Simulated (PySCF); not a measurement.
# Bond curve of SnB

Set-up: basis Sn aug-cc-pVDZ-PP with ECP28, B aug-cc-pVDZ; scalar-relativistic core potentials; PySCF 2.14. Energies in eV from Sn + B in their ground configurations at the same level. State: ⁴Σ⁻ (quartet), unpaired electrons σ ↑, π ↑↑.

All columns are TPSS. A positive dipole means Sn(−)B(+).

| R (Å) | E (eV) | μ (D) | Mulliken charge on Sn (basis-dependent) | HOMO (eV) | LUMO (eV) | Mayer bond order | ⟨S²⟩ |
| --- | --- | --- | --- | --- | --- | --- | --- |
| 1.886 | -1.907 | -1.12 | 0.50 | -5.02 | -4.13 | 1.71 | 3.75 |
| 1.974 | -2.383 | -1.23 | 0.48 | -5.09 | -4.00 | 1.68 | 3.75 |
| 2.061 | -2.652 | -1.33 | 0.47 | -5.15 | -3.89 | 1.65 | 3.75 |
| 2.127 | -2.754 | -1.39 | 0.47 | -5.19 | -3.81 | 1.63 | 3.75 |
| 2.193 | -2.792 | -1.45 | 0.46 | -5.22 | -3.74 | 1.60 | 3.75 |
| 2.259 | -2.781 | -1.48 | 0.45 | -5.15 | -3.68 | 1.57 | 3.75 |
| 2.346 | -2.712 | -1.52 | 0.43 | -5.05 | -3.60 | 1.54 | 3.75 |
| 2.456 | -2.566 | -1.52 | 0.40 | -4.93 | -3.52 | 1.50 | 3.75 |
| 2.588 | -2.345 | -1.48 | 0.36 | -4.82 | -3.44 | 1.46 | 3.75 |
| 2.763 | -2.022 | -1.37 | 0.29 | -4.69 | -3.49 | 1.42 | 3.75 |

A fit through these points gives, at Re = 2.209 Å, μ = -1.46 D and dμ/dR = -0.637 D/Å; the reduced mass is 10.08 u.

Question: How strong is the fundamental in the double-harmonic approximation, I = 42.26·(dμ/dR)²/μred km/mol?

Answer: I = 42.26·(-0.637)²/10.08 = 1.70 km/mol at TPSS.

Spin–orbit coupling is left out, which matters for elements this heavy, above all for dissociation energies. The state was picked by a PBE0 search and need not be the measured ground state.
